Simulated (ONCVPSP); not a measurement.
## u(r) = r·R(r): atom against pseudo-atom (silicon (Si))

Columns: radius, all-electron u(r) and pseudo u(r) of the 3p shell (level -3.93 eV) of silicon in the configuration [Ne] 3s2 3p2; BLYP, scalar-relativistic, ONCV scheme, ONCVPSP 4.0.1.

| r (bohr) | all-electron | pseudo |
| --- | --- | --- |
| 0.098 | -0.0997 | 0.0034 |
| 0.195 | -0.2123 | 0.0139 |
| 0.292 | -0.2597 | 0.0316 |
| 0.390 | -0.2468 | 0.0564 |
| 0.488 | -0.1931 | 0.0870 |
| 0.585 | -0.1174 | 0.1217 |
| 0.682 | -0.0314 | 0.1607 |
| 0.780 | 0.0577 | 0.2041 |
| 0.878 | 0.1440 | 0.2505 |
| 0.975 | 0.2237 | 0.2972 |
| 1.072 | 0.2961 | 0.3429 |
| 1.170 | 0.3610 | 0.3870 |
| 1.268 | 0.4175 | 0.4295 |
| 1.365 | 0.4655 | 0.4696 |
| 1.463 | 0.5063 | 0.5072 |
| 1.560 | 0.5395 | 0.5396 |
| 1.658 | 0.5663 | 0.5663 |
| 1.755 | 0.5867 | 0.5867 |
| 1.852 | 0.6015 | 0.6015 |
| 1.950 | 0.6114 | 0.6114 |
| 2.047 | 0.6168 | 0.6168 |
| 2.145 | 0.6184 | 0.6184 |
| 2.242 | 0.6167 | 0.6167 |
| 2.340 | 0.6121 | 0.6121 |
| 2.438 | 0.6050 | 0.6050 |
| 2.535 | 0.5961 | 0.5961 |

How many radial nodes do the two functions have?

The all-electron 3p function has n − l − 1 = 1; the pseudo-wave has 0, since the states of the same l below it are removed with the core.

At about which radius was the pseudo-wave matched?

1.75 bohr. The columns agree to 0.0005 from 1.56 bohr on; several derivatives are matched, so the curves merge somewhat inside the radius.

Where does each function peak?

Outermost all-electron maximum near 2.15 bohr, pseudo maximum near 2.15 bohr (to the table’s step).

Is the pseudo-wave norm-conserving?

Yes: the ONCV scheme keeps the norm inside the radius equal to the all-electron one, which fixes the energy derivative of the logarithmic derivative at the level.
